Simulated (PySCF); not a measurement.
Pb(NH2)2: from a saddle point downhill

PySCF 2.14.0, RKS PBE, Pb def2-SVP with ECP60, N def2-SVP, H def2-SVP; non-relativistic Hamiltonian with scalar-relativistic core potentials where named; density fitting; no spin-orbit coupling. Relaxed within the symmetry of its start, the geometry (D2d) is

```xyz
7

Pb    0.0000    0.0000    0.0000
N     0.0000    0.0000    2.3487
H     0.5792    0.5792    2.9821
H    -0.5792   -0.5792    2.9821
N     0.0000    0.0000   -2.3487
H     0.5792   -0.5792   -2.9821
H    -0.5792    0.5792   -2.9821
```

and its lowest harmonic modes are -217, -217, 196, 196, 315, 418 cm⁻¹ (negative: unstable). It was moved along the lowest mode and relaxed again.

Task: Where does it end, and how much lower?

Result: In C2, 1.794 eV lower, after 39 steps:
```xyz
7

Pb    1.3007    0.5086   -0.0715
N    -0.0027   -0.0393    1.5807
H     0.1413    0.3635    2.5126
H    -0.9982   -0.2534    1.4526
N    -0.1461   -0.0876   -1.5819
H     0.1596   -0.3072   -2.5360
H    -0.9822   -0.6385   -1.3565
```

Task: How do the contacts change?

Result: 
| contact | saddle (Å) | end (Å) |
| --- | --- | --- |
| Pb1–N2 (NH2) | 2.349 | 2.175 |
| Pb1–N5 (NH2) | 2.349 | 2.175 |


Task: Is the end a minimum?

Result: Yes; lowest modes 155, 235, 250, 298, 360, 506 cm⁻¹.

State: singlet.
